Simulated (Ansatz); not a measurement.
```yaml
crystal:
  periodic: [false, false, false]
  atoms:
    - {symbol: Ni, position_ang: [-0.385391, 0.151667, -1.168298]}
    - {symbol: S, position_ang: [-0.765992, -0.237765, 0.879335]}
    - {symbol: S, position_ang: [1.151383, 0.086108, 0.288963]}
basis:
  gaussian: {orbitals: def2-TZVP, initial_orbitals: start.molden}
hamiltonian: {xc: pbe}
correlation: {method: rpa}
scf: {omitted_lower_state_checks: [starts]}
```

The file start.molden holds the orbitals of an earlier run on this structure, at another level or in another basis.

```sh
$ ansatz run in.yaml --threads 4 --pin off --events-out ev --progress --plain --max-ram 3916MiB
```

Output, abridged:

```
Functional definition: PBE
  name "PBE"
  cite "Perdew, Burke & Ernzerhof, Phys. Rev. Lett. 77, 3865 (1996) doi:10.1103/PhysRevLett.77.3865"
  parent pbe
  parameter kappa = 0.804
  parameter beta = 0.06672455060314922
  exchange = pbe_x(kappa = kappa, mu = beta*pi^2/3)
  correlation = pbe_c(beta = beta)
these checks for a lower state are left out or cut short: starts
877 factors; integrals over basis functions are off by at most 8.9e-4 eV
mean field evaluation 1: about -62699.9640 eV, gradient 1.3e1 eV
mean field evaluation 2: about -62700.1488 eV, gradient 5.4e-1 eV
mean field evaluation 4: about -62700.1410 eV, gradient 1.5e-2 eV
mean field evaluation 8: about -62700.1410 eV, gradient 9.9e-7 eV
mean field -62700.14100832 eV, -2304.1876823738 hartree, gradient 1.9e-6 eV, S^2 0.000000; 0 other end points of the search recorded, 0 dependent functions left out; unrestricted orbitals would lower it
mean field evaluation 16: about -62636.0948 eV, gradient 4.2e0 eV
15 core orbitals not correlated: weight in the atoms' cores, before any rotation towards them, 1.000 or more for the frozen orbitals, at most 0.000 for the correlated occupied ones
reference -62633.01426740 eV, -2301.7208201452 hartree; 15, 15 occupied and 89, 89 virtual orbitals, 877 factors
Error: the energy between an occupied orbital and the lowest state that it is excited into in its spin channel is -0.3703 eV and must be positive: a state without a gap has no random-phase energy
```

Can the result of this run be used?

No. The run stopped with an error. The reference has no gap: an occupied orbital lies above an empty one, and the correlation energy can't be formed.
